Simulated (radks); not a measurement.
Valence configurations of Pd IV (all share [Kr]). All-electron calculation, scalar-relativistic Kohn-Sham, PBEsol, spin-polarised, spherical densities, point nucleus; open shells are filled with parallel spins first (spin-orbit coupling, left out, can overturn this in heavy ions). Program: a radial shooting solver on a logarithmic mesh with Libxc functionals. Energies are relative to 4d7; eigenvalues in eV for spin up.

| valence | E (eV) | moment (Bohr magnetons) | e(4d) | e(5p) | e(5s) |
|---|---|---|---|---|---|
| 4d7 | 0.000 | 3 | -42.654 | - | - |
| 4d6.5 5s0.5 | 4.725 | 4 | -45.003 | - | -32.319 |
| 4d6.5 5p0.5 | 8.633 | 4 | -45.548 | -24.851 | - |
| 4d6 5s1 | 9.651 | 5 | -47.356 | - | -33.557 |
| 4d6 5p1 | 17.701 | 5 | -48.425 | -26.187 | - |
| 4d5 5s2 | 23.146 | 5 | -52.000 | - | -35.171 |
| 4d5 5p2 | 37.269 | 7 | -54.148 | -28.545 | - |

NIST lists [Kr] 4d7 as the ground configuration; this level of theory agrees among the configurations tried. The energies are those of spherical high-spin densities, not of single terms.
